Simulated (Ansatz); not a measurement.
The cluster Li2I2. The state is a singlet with charge 0. Geometry r2SCAN-D4/def2-TZVP, basis def2-TZVP, Ansatz.

```xyz
4

Li    0.989   -0.354    0.953
Li   -0.989    0.355   -0.953
I    -1.432    0.292    1.595
I     1.432   -0.293   -1.595
```

| run | HOMO (eV) | LUMO (eV) |
| --- | --- | --- |
| A | -7.06 | -1.02 |
| B | -9.15 | -0.19 |
| C | -9.47 | 0.57 |
| D | -6.18 | -1.44 |
| E | -6.25 | -0.98 |
| F | -7.97 | -0.65 |

In the def2 sets I takes a core potential; there is no spin–orbit coupling. The structure comes from a short search, and lower isomers may exist.

Q: The runs used B97M-V, BHLYP, HF, PBE0, r2SCAN, ωB97M-V. Estimate which is which.

A: A PBE0 (25 % exact exchange); B ωB97M-V (range-separated); C HF (100 % exact exchange); D B97M-V (0 % exact exchange); E r2SCAN (0 % exact exchange); F BHLYP (50 % exact exchange). Exact exchange lowers occupied and raises empty levels; among semilocal functionals meta-GGAs tend to open the gap a little, and such runs are hard to tell apart. The gap grows from 4.74 eV (B97M-V) to 10.04 eV (HF).
